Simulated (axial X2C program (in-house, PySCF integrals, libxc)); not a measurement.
# Nuclear properties of PbS⁻

Computed with an in-house all-electron X2C program for linear molecules (integrals from PySCF): two-component X2C with atomic mean-field Coulomb and Gaunt terms, Gaussian nuclei, basis Pb dyall-acv3z, S dyall-av3z with contracted cores.

R = 2.402 Å (near the PBE0 minimum at charge -1 of the determinant lowest at the starting distance; the state shown can have its own minimum elsewhere).

Determinant lowest in the PBE0 search, Ω = 1/2 (⟨Sz⟩ = -0.47, ⟨Lz⟩ = 0.97 at PBE0), spin on the atoms Pb -0.42, S -0.05:

```json
{"level": "PBE0", "Eeff magnitude (GV/cm)": "14.1", "Ws magnitude Pb (kHz)": "30.4", "A∥/gI Pb (MHz)": "5420", "qzz Pb (a.u.)": "-5.73", "A∥/gI S (MHz)": "229", "qzz S (a.u.)": "0.78"}
{"level": "HF", "Eeff magnitude (GV/cm)": "3.08", "Ws magnitude Pb (kHz)": "4.12", "A∥/gI Pb (MHz)": "5850", "qzz Pb (a.u.)": "-8.34", "A∥/gI S (MHz)": "135", "qzz S (a.u.)": "1.08"}
{"level": "r2SCAN", "Eeff magnitude (GV/cm)": "8.46", "Ws magnitude Pb (kHz)": "17.3", "A∥/gI Pb (MHz)": "6210", "qzz Pb (a.u.)": "-5.28", "A∥/gI S (MHz)": "224", "qzz S (a.u.)": "0.67"}
{"level": "TPSSh", "Eeff magnitude (GV/cm)": "13.4", "Ws magnitude Pb (kHz)": "29.2", "A∥/gI Pb (MHz)": "5500", "qzz Pb (a.u.)": "-5.24", "A∥/gI S (MHz)": "228", "qzz S (a.u.)": "0.73"}
{"level": "PBE50", "Eeff magnitude (GV/cm)": "14.2", "Ws magnitude Pb (kHz)": "30.6", "A∥/gI Pb (MHz)": "5740", "qzz Pb (a.u.)": "-6.48", "A∥/gI S (MHz)": "199", "qzz S (a.u.)": "0.90"}
```

Determinant 0.57 eV from it at PBE0 and this distance, Ω = 3/2 (⟨Sz⟩ = 0.51, ⟨Lz⟩ = 0.99 at PBE0), spin on the atoms Pb 0.54, S -0.03:

| level | Eeff magnitude (GV/cm) | Ws magnitude Pb (kHz) | A∥/gI Pb (MHz) | qzz Pb (a.u.) | A∥/gI S (MHz) | qzz S (a.u.) |
| --- | --- | --- | --- | --- | --- | --- |
| PBE0 | 9.69 | 8.1 | -319 | -8.41 | 54.2 | 0.77 |
| HF | 10.5 | 7.61 | -2230 | -7.01 | 89.6 | 0.73 |
| r2SCAN | 13.7 | 11.2 | -625 | -7.79 | 66.2 | 0.63 |
| TPSSh | 8.41 | 6.96 | -324 | -7.83 | 54.8 | 0.71 |
| PBE50 | 14.2 | 11.6 | -506 | -9.16 | 57.1 | 0.90 |

Eeff is the effective electric field on the electron electric dipole moment in this Ω state and Ws the scalar–pseudoscalar constant of the nucleus named (defined with the proton number Z and per Ω); A∥ (defined per Ω) follows by multiplying with gI = μI/(I μN); qzz is the electric field gradient, eQq0 = 234.96 MHz × Q/barn × qzz. The operators were transformed with the bare-nucleus X2C matrices; with these basis sets, hyperfine constants and field gradients can be off by tens of per cent, and where levels differ in sign neither size nor sign is settled.

**Question.** With gI(207Pb) = 1.1851, gI(33S) = 0.4292, Q(33S) = -0.0694 barn (g factors from the IAEA table of nuclear moments by Stone; Q from Pyykkö, Mol. Phys. 2018), turn the PBE0 values of the first state into constants in MHz.

**Answer.** A∥(207Pb) = 5420 × 1.1851 = 6420 MHz; A∥(33S) = 229 × 0.4292 = 98.3 MHz; eQq0(33S) = 234.96 × (-0.0694) × (0.78) = -12.7 MHz.

Each state is one determinant with collinear spin. Unrestricted Hartree–Fock can overshoot spin polarisation at the nuclei. For an anion, determinants above electron detachment, or with a positive highest level, are held by the basis set. Where Eeff spreads by more than a factor of two the levels disagree and none is to be relied on. The search compared states at one distance, so a state with another bond length can lie lower. Further determinants of the search, some of them spin-mixed, are not shown. PBE0 term energies can be off by some tenths of an eV.
